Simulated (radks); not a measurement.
Q: The table gives one normalised radial function P(r) = r R(r) of Cl4+ in [Ne] 3s2 3p1 (r in bohr). Calculated with a radial shooting solver on a logarithmic mesh with Libxc functionals: non-relativistic Kohn-Sham, TPSS, spin-polarised, spherical densities, point nucleus; open shells are filled with parallel spins first; meta-GGA in the generalised Kohn-Sham scheme.

| r | P |
|---|---|
| 0.005305 | 0.0042 |
| 0.005981 | 0.0053 |
| 0.006744 | 0.0067 |
| 0.007543 | 0.0083 |
| 0.008505 | 0.0105 |
| 0.009589 | 0.0132 |
| 0.01081 | 0.0166 |
| 0.01209 | 0.0205 |
| 0.01363 | 0.0258 |
| 0.01537 | 0.0323 |
| 0.0172 | 0.0398 |
| 0.01939 | 0.0497 |
| 0.02186 | 0.0619 |
| 0.02445 | 0.0758 |
| 0.02757 | 0.0939 |
| 0.03108 | 0.1160 |
| 0.03477 | 0.1408 |
| 0.0392 | 0.1727 |
| 0.0442 | 0.2108 |
| 0.04943 | 0.2529 |
| 0.05574 | 0.3057 |
| 0.06284 | 0.3672 |
| 0.07029 | 0.4332 |
| 0.07925 | 0.5133 |
| 0.08936 | 0.6033 |
| 0.09995 | 0.6956 |
| 0.1127 | 0.8025 |
| 0.1271 | 0.9155 |
| 0.1433 | 1.0320 |
| 0.1602 | 1.1403 |
| 0.1807 | 1.2513 |
| 0.2037 | 1.3513 |
| 0.2278 | 1.4287 |
| 0.2569 | 1.4881 |
| 0.2896 | 1.5168 |
| 0.324 | 1.5116 |
| 0.3653 | 1.4694 |
| 0.4118 | 1.3899 |
| 0.4606 | 1.2843 |
| 0.5194 | 1.1429 |
| 0.5856 | 0.9801 |
| 0.655 | 0.8183 |
| 0.7385 | 0.6457 |
| 0.8327 | 0.4854 |
| 0.9314 | 0.3547 |
| 1.05 | 0.2393 |
| 1.184 | 0.1514 |
| 1.324 | 0.0930 |
| 1.493 | 0.0510 |
| 1.684 | 0.0253 |
| 1.898 | 0.0113 |
| 2.123 | 0.0047 |
| 2.394 | 0.0016 |
| 2.699 | 0.0005 |
| 3.019 | 0.0001 |
| 3.404 | 0.0000 |
| 3.838 | 0.0000 |
| 4.293 | 0.0000 |
| 4.84 | 0.0000 |

Which n and l does it have? It may be an empty orbital.

A: n = 2, l = 1: the number of nodes gives n - l - 1 = 0, the rise at small r (about r^(l+1)) gives l, and the extent must fit the shell. The curve is that of 2p up; the table hardly tells the two spins apart. 2p up: eigenvalue -256.40 eV, 0 radial nodes, <r> = 0.405 bohr, 90 % of the charge inside 0.672 bohr.
